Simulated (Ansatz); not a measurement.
`CCC[CH](Cl)[InH2]` + H₂Se → `[SeH][InH2]` + `CCCCCl`  (ligand exchange at the In–C bond)

Program: Ansatz. Geometries: PBE0-D4/def2-TZVP. ΔE: electronic, gas phase. CCSD(T)/CBS adds triple-zeta CCSD(T) − MP2 to the extrapolated MP2 energy (def2 sets, frozen cores). Functionals use def2-TZVPP. B3LYP here is the variant with VWN-RPA as its local correlation; programs differ in this. HSE06 is defined as in plane-wave codes. Elements past krypton have def2 core potentials. For In, Se outer-core shells are correlated without core-valence functions, which leaves a few kJ/mol of doubt a bond. Scalar relativity is left out up to krypton. Each species was taken in one conformer, which may not be the lowest.

CCSD(T)/CBS gives -141.0 kJ/mol.

Question: Another level gave -145.6 kJ/mol. Which?
A. SCS-MP2/def2-TZVPP
B. revPBE/def2-TZVPP
C. HSE06-D4/def2-TZVPP
D. B3LYP/def2-TZVPP

Answer: A. SCS-MP2/def2-TZVPP -145.6, HSE06-D4 -153.0, revPBE -158.7, B3LYP -162.8 kJ/mol.

Largest T1 diagnostic among the species: 0.013.

Leaving LDA and LC-ωPBE aside and taking each functional with its dispersion term where it has one, the values, not all of them listed here, spread over 15.1 kJ/mol, from BHLYP-D4 to revPBE-D4. LDA lies +11.9 kJ/mol from PBE without D4. In def2-TZVPP, CCSD(T) changes the Hartree–Fock value by +38.6 kJ/mol (the triples alone add +4.9 kJ/mol) and MP2 by +37.9 kJ/mol.
